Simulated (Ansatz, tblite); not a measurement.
Spin states of the cluster Ge2O⁺ (the lowest doublet isomer of a short search), each relaxed with PBE0-D4/def2-TZVP in Ansatz. Electronic energies in the gas phase.

The xTB rows come from tblite. Correlated methods freeze 19 core orbitals; core or outer-core shells of Ge are correlated, in sets that lack core-valence functions. In CCSD on the charge 1 doublet the largest single amplitude is 0.30, so its Hartree–Fock determinant may place the open shell otherwise than the density functionals do. The structure comes from a short search, and lower isomers may exist.

Doublet geometry (D∞h within 0.1 Å):

```xyz
3

Ge    1.6382   -0.5156   -0.3678
Ge   -1.6381    0.5159    0.3680
O    -0.0002   -0.0002   -0.0002
```

Quartet geometry (D∞h within 0.1 Å):

```
atom   x (Å)   y (Å)   z (Å)
 Ge1  -1.445  -0.710  -0.651
 Ge2   1.456   0.715   0.656
  O3  -0.011  -0.005  -0.005
```

⟨S²⟩: doublet 0.76 at PBE0-D4/def2-TZVP (pure 0.75), quartet 3.76 at PBE0-D4/def2-TZVP (pure 3.75).

Only these spin states were relaxed.

| level | quartet − doublet (kcal/mol) | lowest of these |
| --- | --- | --- |
| GFN1-xTB | 89.2 | doublet |
| GFN2-xTB | 129.5 | doublet |
| HF/def2-TZVPP | 64.8 | doublet |
| PBE0-D4/def2-TZVP | 93.7 | doublet |
| BHLYP-D4/def2-TZVP | 99.6 | doublet |
| PBE-QIDH/def2-TZVP | 90.2 | doublet |

**Question.** Estimate the rows for HF/STO-3G, HF/def2-TZVP, r2SCAN0-D4/def2-TZVP, ωB97X-V/def2-TZVP, RPA@PBE/def2-TZVP, MP2/def2-TZVPP.

**Answer.** 
| level | quartet − doublet (kcal/mol) | lowest of these | remarks |
| --- | --- | --- | --- |
| HF/STO-3G | 59.7 | doublet | spin-contaminated (⟨S²⟩ 1.04) (doublet) |
| HF/def2-TZVP | 64.8 | doublet | – |
| r2SCAN0-D4/def2-TZVP | 89.7 | doublet | – |
| ωB97X-V/def2-TZVP | 101.7 | doublet | – |
| RPA@PBE/def2-TZVP | 90.2 | doublet | – |
| MP2/def2-TZVPP | 86.9 | doublet | – |

The xTB methods have no spin-polarisation term.
